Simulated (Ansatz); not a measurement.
Mulliken charges of C2F3Si (`[C]#C[Si](F)(F)F`) radical from ωB97M-V/def2-TZVPP in Ansatz (PBE0-D4/def2-TZVP geometry).

```json
{"atom": "C1", "x (Å)": "-0.330", "y (Å)": "-2.361", "z (Å)": "0.703", "charge (e)": "0.019"}
{"atom": "C2", "x (Å)": "-0.166", "y (Å)": "-1.215", "z (Å)": "0.357", "charge (e)": "-0.168"}
{"atom": "Si3", "x (Å)": "0.079", "y (Å)": "0.488", "z (Å)": "-0.159", "charge (e)": "0.963"}
{"atom": "F4", "x (Å)": "-1.012", "y (Å)": "0.906", "z (Å)": "-1.205", "charge (e)": "-0.271"}
{"atom": "F5", "x (Å)": "1.491", "y (Å)": "0.665", "z (Å)": "-0.816", "charge (e)": "-0.271"}
{"atom": "F6", "x (Å)": "-0.020", "y (Å)": "1.453", "z (Å)": "1.074", "charge (e)": "-0.271"}
```

Q: By hand: the dipole of these point charges (1 e Å = 4.8032 D).

A: Σ q r = (-0.027, -0.190, 0.057) e Å, of length 0.200 e Å = 0.96 D.

Q: How does the dipole of the full density compare? (Estimate.)

A: The calculation gave: (-0.038, -0.268, 0.081) e Å, 1.36 D; the point charges give 0.71 times that, at 0° from its direction.

Point charges leave out the atoms' own dipoles, such as those of lone pairs, and Mulliken's split depends on the basis, so the two needn't agree.
